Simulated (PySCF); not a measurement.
Computed shifts of a molecule C2H6F2Si, PySCF with PBE0/pcSseg-1, GIAO, gas phase, equivalent atoms averaged, in ppm (number of nuclei): ²⁹Si: 1.1 (1). ¹⁹F: -167.1 (2). ¹³C: 12.4 (1), 7.8 (1). ¹H: 5.29 (1), 1.49 (3), 0.95 (2). References: ²⁹Si against TMS (σ = 352.7 ppm); ¹⁹F against CFCl3 (σ = 167.2 ppm); ¹³C against TMS (σ = 186.3 ppm); ¹H against TMS (σ = 31.56 ppm), references at their B3LYP-D3(BJ)/def2-TZVP geometries, non-relativistic. Geometry optimised at r2SCAN-D4/def2-SVP. One conformer was computed; it need not be the lowest.

Question: Which molecule gave these data?
A) CC[SiH](F)F
B) CC(F)(F)[SiH3]
C) C[Si@H](F)CF
D) C[Si](C)(F)F

Answer: A, CC[SiH](F)F
